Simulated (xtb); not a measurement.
C4H10Zn, charge -1, doublet, at a GFN2-xTB geometry (such geometries of metal compounds can be far from the true shape) (a state made from the parent by changing its charge; the spin is typed, not shown lowest); GFN2-xTB (xtb).

xtb was given this input:
```
$ xtb mol.xyz --gfn 2 --chrg -1 --uhf 1 --acc 0.1 --json

# file mol.xyz
15

Zn    -0.35930238     0.19506218     0.98319154
C      1.78502850    -0.89349234     0.43956612
C      1.50710689    -2.04326871    -0.51812868
H      2.39056773    -1.27553541     1.27998039
H      2.42210181    -0.15663541    -0.07710398
H      0.92581332    -1.69676843    -1.37388009
H      0.93021212    -2.83105239    -0.02454080
H      2.42224247    -2.52202426    -0.92043499
C     -1.54664665     0.77263080    -1.09910601
C     -0.58453548     1.53442689    -1.99925380
H     -2.47886524     1.35702728    -1.00783381
H     -1.82989023    -0.16443712    -1.60656393
H      0.34314941     0.97508633    -2.12829590
H     -0.32719072     2.50400299    -1.56264791
H     -0.98478914     1.73669102    -3.01289071
```

What the program printed (banner, timings and long lists left out):

```
   ID    Z sym.   atoms
    1   30 Zn     1
    2    6 C      2, 3, 9, 10
    3    1 H      4-8, 11-15

           -------------------------------------------------
          |                Calculation Setup                |
           -------------------------------------------------

molecular fragmentation (1/2 indicates fragments):
111121112222222
# atoms in fragment 1/2:     7     8
 fragment masses (1/2) :       93.43       30.07
CMA distance (Bohr)    :   5.503
constraining FC (au)   :  0.0500

           -------------------------------------------------
          |                 G F N 2 - x T B                 |
           -------------------------------------------------

          ...................................................
          :                      SETUP                      :
          :.................................................:
          :  # basis functions                  30          :
          :  # atomic orbitals                  30          :
          :  # shells                           20          :
          :  # electrons                        29          :
          :  max. iterations                   250          :
          :  Hamiltonian                  GFN2-xTB          :
          :  restarted?                      false          :
          :  GBSA solvation                  false          :
          :  PC potential                    false          :
          :  electronic temp.          300.0000000     K    :
          :  accuracy                    0.1000000          :
          :  -> integral cutoff          0.3500000E+02      :
          :  -> integral neglect         0.1000000E-08      :
          :  -> SCF convergence          0.1000000E-06 Eh   :
          :  -> wf. convergence          0.1000000E-04 e    :
          :  Broyden damping             0.4000000          :
          :  net charge                         -1          :
          :  unpaired electrons                  1          :
          ...................................................

 iter      E             dE          RMSdq      gap      omega  full diag
   1    -14.2499872 -0.142500E+02  0.785E+00    3.36       0.0  T
   2    -14.3791901 -0.129203E+00  0.257E+00    5.26       1.0  T
   3    -14.4349179 -0.557278E-01  0.260E+00    4.50       1.0  T
   4    -14.4648100 -0.298921E-01  0.569E-01    5.10       1.0  T
   5    -14.4649622 -0.152249E-03  0.136E-01    5.14       1.0  T
   6    -14.4649516  0.106613E-04  0.832E-02    5.15       1.0  T
   7    -14.4649693 -0.177241E-04  0.163E-02    5.13       1.6  T
   8    -14.4649730 -0.368396E-05  0.619E-03    5.13       4.2  T
   9    -14.4649730  0.887063E-08  0.310E-03    5.13       8.3  T
  10    -14.4649731 -0.894346E-07  0.134E-03    5.13      19.3  T
  11    -14.4649731 -0.206056E-07  0.385E-04    5.13      67.0  T
  12    -14.4649731 -0.137047E-08  0.965E-05    5.13     267.6  T
  13    -14.4649731 -0.474643E-10  0.282E-05    5.13     914.4  T

   *** convergence criteria satisfied after 13 iterations ***

         :::::::::::::::::::::::::::::::::::::::::::::::::::::
         ::                     SUMMARY                     ::
         :::::::::::::::::::::::::::::::::::::::::::::::::::::
         :: total energy             -14.279775613754 Eh    ::
         :: gradient norm              0.000040956905 Eh/a0 ::
         :: HOMO-LUMO gap              5.134792401437 eV    ::
         ::.................................................::
         :: SCC energy               -14.464937091544 Eh    ::
         :: -> isotropic ES            0.116727096035 Eh    ::
         :: -> anisotropic ES          0.014586575408 Eh    ::
         :: -> anisotropic XC          0.007625245998 Eh    ::
         :: -> dispersion             -0.010873367296 Eh    ::
         :: repulsion energy           0.185161477790 Eh    ::
         :: add. restraining           0.000000000000 Eh    ::
         :: total charge              -1.000000000000 e     ::
[...]
        23                          0.3465467               9.4300
        24                          0.3704909              10.0816
        25                          0.3841829              10.4541
        26                          0.3846510              10.4669
       ...                                ...                  ...
        30                          0.4806527              13.0792
      -------------------------------------------------------------
                  HL-Gap            0.1887001 Eh            5.1348 eV
             Fermi-level           -0.0300105 Eh           -0.8166 eV

     #   Z          covCN         q      C6AA      α(0)
     1  30 Zn       0.819     0.048   284.661    39.616
     2   6 C        3.230    -0.210    32.586     9.269
     3   6 C        3.746    -0.050    21.536     6.620
     4   1 H        0.923    -0.087     5.117     3.538
     5   1 H        0.923    -0.080     4.919     3.469
     6   1 H        0.924    -0.013     3.299     2.840
     7   1 H        0.924    -0.031     3.659     2.991
     8   1 H        0.922    -0.053     4.165     3.192
     9   6 C        3.230    -0.210    32.588     9.270
    10   6 C        3.746    -0.050    21.536     6.620
    11   1 H        0.923    -0.087     5.116     3.537
    12   1 H        0.923    -0.081     4.926     3.471
    13   1 H        0.924    -0.013     3.294     2.838
    14   1 H        0.924    -0.031     3.657     2.991
    15   1 H        0.922    -0.053     4.167     3.193

 Mol. C6AA /au·bohr⁶  :       3275.185775
 Mol. C8AA /au·bohr⁸  :     106144.233890
 Mol. α(0) /au        :        103.453902

Wiberg/Mayer (AO) data.
largest (>0.10) Wiberg bond orders for each atom

 ---------------------------------------------------------------------------
     #   Z sym  total        # sym  WBO       # sym  WBO       # sym  WBO
 ---------------------------------------------------------------------------
     1  30 Zn   1.109 --     9 C    0.522     2 C    0.522
     2   6 C    3.620 --     3 C    1.020     4 H    0.976     5 H    0.973
                             1 Zn   0.522     9 C    0.108
     3   6 C    3.978 --     2 C    1.020     6 H    0.988     7 H    0.988
                             8 H    0.972
     4   1 H    0.992 --     2 C    0.976
     5   1 H    0.994 --     2 C    0.973
     6   1 H    1.000 --     3 C    0.988
     7   1 H    0.999 --     3 C    0.988
     8   1 H    0.997 --     3 C    0.972
     9   6 C    3.620 --    10 C    1.020    11 H    0.976    12 H    0.973
                             1 Zn   0.522     2 C    0.108
    10   6 C    3.978 --     9 C    1.020    13 H    0.988    14 H    0.988
                            15 H    0.972
    11   1 H    0.992 --     9 C    0.976
    12   1 H    0.993 --     9 C    0.973
    13   1 H    1.000 --    10 C    0.988
    14   1 H    0.999 --    10 C    0.988
    15   1 H    0.997 --    10 C    0.972
 ---------------------------------------------------------------------------

Topologies differ in total number of bonds
Writing topology from bond orders to xtbtopo.mol

molecular dipole:
                 x           y           z       tot (Debye)
 q only:       -0.499       0.265       1.372
   full:       -0.143       0.073       0.395       1.082
molecular quadrupole (traceless):
                xx          xy          yy          xz          yz          zz
 q only:       -6.140      10.069       2.194      -6.903       4.699       3.946
  q+dip:       -4.490       7.696       2.452      -4.740       3.187       2.038
   full:       -5.339       8.869       3.592      -5.255       3.380       1.746

           -------------------------------------------------
          | TOTAL ENERGY              -14.279775613754 Eh   |
          | GRADIENT NORM               0.000040956905 Eh/α |
          | HOMO-LUMO GAP               5.134792401437 eV   |
           -------------------------------------------------

normal termination of xtb
```
